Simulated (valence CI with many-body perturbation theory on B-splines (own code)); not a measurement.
## V: electric-dipole lines

Method: configuration interaction combined with many-body perturbation theory (CI+MBPT): five valence electrons over a frozen Dirac-Fock core [Ar], radial functions for each j: 7 s, 7 p, 8 d, 6 f, 4 g, 1 h, with the one-electron correlation potential Σ1, the two-electron term Σ2, the three-electron term Σ3, Breit, model QED; selected CI, second order for the rest, scaled by the run's own slope (own B-spline code, finite nucleus).

Set against measurement, 15 paired levels are off by 760 cm⁻¹ on average, the worst by 1229. These come from a selection out of the NIST Handbook of Basic Atomic Spectroscopic Data. Levels without a partner in it may be off by more, other configurations by 1,000 to 4,000 cm⁻¹. Among the levels kept, up to 1600 cm⁻¹ of a level comes from second order outside the variational space, and about a tenth of that is noise between levels of different J, which matters for small intervals.

Lines 1 to 50 of 106 in falling wavelength, among levels below 18612 cm⁻¹, chosen from the strongest by gf and those to the six lowest levels. Wavelengths and rates use the calculated energies, so an error of 800 cm⁻¹ moves a line at 1656 nm by 13 % and its rate by three times that or more. Electric multipoles are in the length gauge, E1 and E2 with the static RPA response of the core. Weak lines are less certain than strong ones. Lines between different terms over intervals too small for the method are left out, as are lines whose strength nearly cancels. Where a level lies close to another of its J and parity, the split of strength between their lines is uncertain. The highest levels of a list are the least certain.

Names give the largest LS component (configuration and term), which can be under half, so a name can repeat, a term be missing and a line seem to break the LS rules; names also repeat where a configuration has a term twice.

| λ vac (nm) | Upper | Lower | A (s⁻¹) | S (a.u.) with core polarisation | S without |
| --- | --- | --- | --- | --- | --- |
| 1656 | 3d³4s4p ⁶G°_5/2 | 3d⁴4s ⁴D_5/2 | 4.83e+00 | 6.50e-05 | 6.84e-05 |
| 1653 | 3d³4s4p ⁶G°_3/2 | 3d⁴4s ⁴D_3/2 | 7.57e+00 | 6.75e-05 | 7.09e-05 |
| 1641 | 3d³4s4p ⁶G°_3/2 | 3d⁴4s ⁴D_1/2 | 1.61e+01 | 1.41e-04 | 1.48e-04 |
| 1629 | 3d³4s4p ⁶G°_5/2 | 3d⁴4s ⁴D_3/2 | 1.30e+01 | 1.66e-04 | 1.75e-04 |
| 1625 | 3d³4s4p ⁶G°_7/2 | 3d⁴4s ⁴D_5/2 | 9.78e+00 | 1.66e-04 | 1.74e-04 |
| 1624 | 3d³4s4p ⁶G°_9/2 | 3d⁴4s ⁴D_7/2 | 5.11e+00 | 1.08e-04 | 1.14e-04 |
| 1291 | 3d³4s4p ⁶D°_3/2 | 3d³4s² ⁴P_5/2 | 9.29e+01 | 3.95e-04 | 4.18e-04 |
| 1276 | 3d³4s4p ⁶D°_1/2 | 3d³4s² ⁴P_3/2 | 1.90e+02 | 3.90e-04 | 4.14e-04 |
| 1273 | 3d³4s4p ⁶F°_1/2 | 3d³4s² ⁴P_3/2 | 1.67e+02 | 3.39e-04 | 3.60e-04 |
| 1270 | 3d³4s4p ⁶F°_5/2 | 3d³4s² ⁴P_5/2 | 2.63e+02 | 1.60e-03 | 1.69e-03 |
| 1265 | 3d³4s4p ⁶F°_5/2 | 3d⁴4s ⁴D_7/2 | 2.72e+02 | 1.63e-03 | 1.73e-03 |
| 1265 | 3d³4s4p ⁶D°_5/2 | 3d³4s² ⁴P_5/2 | 4.41e+01 | 2.65e-04 | 2.78e-04 |
| 1264 | 3d³4s4p ⁶D°_3/2 | 3d⁴4s ⁴D_5/2 | 4.19e+02 | 1.67e-03 | 1.77e-03 |
| 1263 | 3d³4s4p ⁶D°_3/2 | 3d³4s² ⁴P_3/2 | 5.83e+02 | 2.32e-03 | 2.45e-03 |
| 1261 | 3d³4s4p ⁶D°_1/2 | 3d³4s² ⁴P_1/2 | 2.96e+02 | 5.86e-04 | 6.20e-04 |
| 1261 | 3d³4s4p ⁶D°_1/2 | 3d⁴4s ⁴D_3/2 | 4.95e+01 | 9.80e-05 | 1.05e-04 |
| 1260 | 3d³4s4p ⁶F°_3/2 | 3d⁴4s ⁴D_5/2 | 1.51e+02 | 5.95e-04 | 6.23e-04 |
| 1259 | 3d³4s4p ⁶F°_3/2 | 3d³4s² ⁴P_3/2 | 1.89e+01 | 7.46e-05 | 8.01e-05 |
| 1258 | 3d³4s4p ⁶F°_1/2 | 3d³4s² ⁴P_1/2 | 6.25e+02 | 1.23e-03 | 1.30e-03 |
| 1258 | 3d³4s4p ⁶F°_1/2 | 3d⁴4s ⁴D_3/2 | 8.27e+02 | 1.62e-03 | 1.71e-03 |
| 1254 | 3d³4s4p ⁶D°_7/2 | 3d³4s² ⁴P_5/2 | 2.16e+02 | 1.68e-03 | 1.79e-03 |
| 1254 | 3d³4s4p ⁶D°_1/2 | 3d⁴4s ⁴D_1/2 | 5.10e+02 | 9.93e-04 | 1.04e-03 |
| 1251 | 3d³4s4p ⁶F°_1/2 | 3d⁴4s ⁴D_1/2 | 3.52e+02 | 6.81e-04 | 7.16e-04 |
| 1250 | 3d³4s4p ⁶D°_7/2 | 3d⁴4s ⁴D_7/2 | 1.09e+03 | 8.43e-03 | 8.92e-03 |
| 1250 | 3d³4s4p ⁶F°_7/2 | 3d³4s² ⁴P_5/2 | 2.43e+01 | 1.88e-04 | 1.98e-04 |
| 1248 | 3d³4s4p ⁶D°_3/2 | 3d⁴4s ⁴D_3/2 | 6.79e+02 | 2.61e-03 | 2.75e-03 |
| 1246 | 3d³4s4p ⁶F°_7/2 | 3d⁴4s ⁴D_7/2 | 8.76e+01 | 6.69e-04 | 7.11e-04 |
| 1244 | 3d³4s4p ⁶F°_3/2 | 3d⁴4s ⁴D_3/2 | 2.54e+01 | 9.68e-05 | 1.02e-04 |
| 1244 | 3d³4s4p ⁶F°_5/2 | 3d⁴4s ⁴D_5/2 | 1.01e+03 | 5.74e-03 | 6.07e-03 |
| 1242 | 3d³4s4p ⁶F°_5/2 | 3d³4s² ⁴P_3/2 | 9.34e+01 | 5.30e-04 | 5.66e-04 |
| 1242 | 3d³4s4p ⁶D°_3/2 | 3d⁴4s ⁴D_1/2 | 6.37e+02 | 2.41e-03 | 2.55e-03 |
| 1239 | 3d³4s4p ⁶D°_5/2 | 3d⁴4s ⁴D_5/2 | 9.80e+01 | 5.52e-04 | 5.86e-04 |
| 1238 | 3d³4s4p ⁶D°_5/2 | 3d³4s² ⁴P_3/2 | 9.23e+00 | 5.19e-05 | 5.48e-05 |
| 1238 | 3d³4s4p ⁶F°_3/2 | 3d⁴4s ⁴D_1/2 | 1.09e+02 | 4.08e-04 | 4.31e-04 |
| 1236 | 3d³4s4p ⁶D°_9/2 | 3d⁴4s ⁴D_7/2 | 1.30e+02 | 1.21e-03 | 1.27e-03 |
| 1231 | 3d³4s4p ⁶F°_9/2 | 3d⁴4s ⁴D_7/2 | 5.11e+01 | 4.70e-04 | 4.95e-04 |
| 1229 | 3d³4s4p ⁶D°_7/2 | 3d⁴4s ⁴D_5/2 | 1.25e+02 | 9.13e-04 | 9.74e-04 |
| 1228 | 3d³4s4p ⁶F°_5/2 | 3d⁴4s ⁴D_3/2 | 5.72e+02 | 3.14e-03 | 3.33e-03 |
| 1225 | 3d³4s4p ⁶F°_7/2 | 3d⁴4s ⁴D_5/2 | 1.17e+01 | 8.51e-05 | 8.85e-05 |
| 809.0 | 3d³4s4p ⁶G°_3/2 | 3d⁴4s ⁶D_3/2 | 2.20e+00 | 2.30e-06 | 2.63e-06 |
| 806.7 | 3d³4s4p ⁶G°_3/2 | 3d⁴4s ⁶D_1/2 | 8.10e-01 | 8.40e-07 | 9.69e-07 |
| 806.3 | 3d³4s4p ⁶G°_7/2 | 3d⁴4s ⁶D_7/2 | 1.11e+01 | 2.30e-05 | 2.58e-05 |
| 803.3 | 3d³4s4p ⁶G°_5/2 | 3d⁴4s ⁶D_3/2 | 6.56e+00 | 1.01e-05 | 1.15e-05 |
| 800.3 | 3d³4s4p ⁶G°_7/2 | 3d⁴4s ⁶D_5/2 | 1.52e+01 | 3.07e-05 | 3.49e-05 |
| 797.0 | 3d³4s4p ⁶G°_9/2 | 3d⁴4s ⁶D_7/2 | 1.61e+01 | 4.02e-05 | 4.62e-05 |
| 702.2 | 3d³4s4p ⁶D°_1/2 | 3d⁴4s ⁶D_3/2 | 1.90e+06 | 6.50e-01 | 6.92e-01 |
| 701.6 | 3d³4s4p ⁶D°_3/2 | 3d⁴4s ⁶D_5/2 | 1.01e+06 | 6.88e-01 | 7.29e-01 |
| 701.2 | 3d³4s4p ⁶F°_1/2 | 3d⁴4s ⁶D_3/2 | 7.00e+05 | 2.38e-01 | 2.55e-01 |
| 700.5 | 3d³4s4p ⁶D°_1/2 | 3d⁴4s ⁶D_1/2 | 1.04e+06 | 3.54e-01 | 3.77e-01 |
| 700.4 | 3d³4s4p ⁶F°_3/2 | 3d⁴4s ⁶D_5/2 | 1.77e+06 | 1.20e+00 | 1.27e+00 |
